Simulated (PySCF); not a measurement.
**Interval between two levels of Pt³⁺ by level of theory**

Pt³⁺ [Xe] 4f14 5d7 [4F9/2, M_J = 9/2] → Pt³⁺ [Xe] 4f14 5d6 6s1 [6D9/2, M_J = 9/2], as a difference of total energies. All numbers are calculated (PySCF 2.14, the two-component X2C-1e Hamiltonian, in x2c-TZVPall-2c with one added diffuse shell each of s, p, d type (12s12p11d2f, 117 functions)). Correlated levels: [Kr] 4d10 4f14 frozen; the 34 highest virtual spinors dropped. "Screened" scales the spin-orbit matrix elements by Boettger's factors to mimic the two-electron term; Breit and QED terms are absent.

| method | interval between two levels (cm⁻¹) |
| --- | --- |
| GHF (screened spin-orbit) | 45295 |
| GMP2 (screened spin-orbit) | 44312 |

The labels give the starting determinants; with spin-orbit coupling the two ends relaxed to ⟨J²⟩ = 24.76, ⟨L²⟩ = 13.32, ⟨S²⟩ = 3.49 and ⟨J²⟩ = 24.77, ⟨L²⟩ = 6.84, ⟨S²⟩ = 8.36.
